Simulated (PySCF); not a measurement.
An unknown is described by computed data only.

Formula: C4H14B2N2.

- 13C NMR: chemical shifts (computed TMS as zero) by class: 59.2 (1 C), 32.2 (2 C), 15.6 (1 C) ppm [GIAO PBE0/pcSseg-1]
- 1H NMR: chemical shifts (computed TMS as zero) by class: 3.38 (2 H), 3.10 (1 H), 3.10 (2 H), 2.25 (2 H), 1.51 (1 H), 1.47 (1 H), 1.43 (1 H), 1.36 (1 H), 1.34 (1 H), 1.31 (2 H) ppm [GIAO PBE0/pcSseg-1]
- UV, strongest line: among the 10 lowest singlet transitions: S3 at 7.55 eV (164 nm, f = 0.049) [TDDFT CAM-B3LYP/def2-SVPD]
- Polarisability: 91.0 au [CAM-B3LYP/def2-SVPD]
- Dipole: 0.34 D [CAM-B3LYP/def2-SVPD]
- UV, first state: lowest singlet excitation: 7.24 eV (171 nm, f = 0.000) [TDDFT CAM-B3LYP/def2-SVPD]
- Valence photoelectron: vertical ionisation energy: 9.78 eV [ΔSCF CAM-B3LYP/def2-SVPD]
- Rotational structure: rotational constants A, B, C: 5.087, 1.166, 1.029 GHz [PBE0-D3(BJ)/def2-SVP]
- Triplet: lowest triplet excitation (Tamm–Dancoff): 7.02 eV [TDA CAM-B3LYP/def2-SVPD]

Electronic properties: PySCF, gas phase, density fitting. Levels stand in brackets. Isolated species at its PBE0-D3(BJ)/def2-SVP geometry (one conformer only). Each NMR value is the plain mean over a class of atoms that symmetry, rotation or inversion makes alike.

**Question.** Give a SMILES that accounts for the data.

**Answer.** Numbering: `[BH2-:1]1[NH2+:2][BH2-:3][NH+:4]1[CH:5]1[CH2:6][CH2:7][CH2:8]1`. 4 carbons fall into 3 classes; from least to most shielded: ring sp3 carbon bound to nitrogen [C5] (59.2 ppm), four-membered-ring carbon [C6/C8] (32.2 ppm, 2 C), four-membered-ring carbon [C7] (15.6 ppm). Hydrogen classes from least to most shielded: 2 H on 2 four-coordinate borons, B1/B3 (3.38 ppm), 1 H on an sp3 carbon bound to nitrogen, C5 (3.10 ppm), 2 H on 2 four-coordinate borons, B1/B3 (3.10 ppm), 2 H on 2 four-membered-ring carbons, C6/C8 (2.25 ppm), 1 H on a four-membered-ring carbon, C7 (1.51 ppm), 1 H on a four-membered-ring carbon, C7 (1.47 ppm), 1 H on a nitrogen bonded to 2 B and 2 H, N2 (1.43 ppm), 1 H on a nitrogen bonded to 2 B and 2 H, N2 (1.36 ppm), 1 H on a nitrogen bonded to 2 B, C and H, N4 (1.34 ppm), 2 H on 2 four-membered-ring carbons, C6/C8 (1.31 ppm). The first electron is taken from the HOMO, whose largest Löwdin shares are 0.23 on the nitrogen bonded to 2 B, C and H, 0.13 on each of 2 atoms of one kind (four-coordinate boron) and 0.11 on the nitrogen bonded to 2 B and 2 H. The optimised geometry has point group Cs and is an asymmetric top. Structure: `[BH2-]1[NH2+][BH2-][NH+]1C1CCC1`. The assignments are read from this structure; whether some other isomer fits the data as well wasn't checked.

Conformer computed: `[BH2-:1]1[NH2+:2][BH2-:3][NH+:4]1[CH:5]1[CH2:6][CH2:7][CH2:8]1`: B3–N4–C5–C6 76°.
